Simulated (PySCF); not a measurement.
Vertical excitations of a molecule CH7FOSi3 from TDA-LC-ωPBE/def2-SVPD run with PySCF, as energy in eV (oscillator strength): 6.15 (0.053), 6.52 (0.039), 6.90 (0.020), 6.96 (0.008), 7.08 (0.187), 7.35 (0.045), 7.54 (0.060), 7.65 (0.044), 7.74 (0.047), 7.82 (0.002). Lowest triplet (TDA): 5.49 eV. Coordinates come from a PBE0-D3(BJ)/def2-SVP optimisation. One conformer was computed; it need not be the lowest.

Task: Which molecule gave these data?
(A) O=C[Si@@H]([SiH3])[SiH2]F
(B) O=C([SiH3])[Si@@H](F)[SiH3]
(C) F[Si@@]1([SiH3])C[SiH2]O1
(D) F[SiH2][C@H]1O[SiH2][SiH2]1

Result: D, F[SiH2][C@H]1O[SiH2][SiH2]1
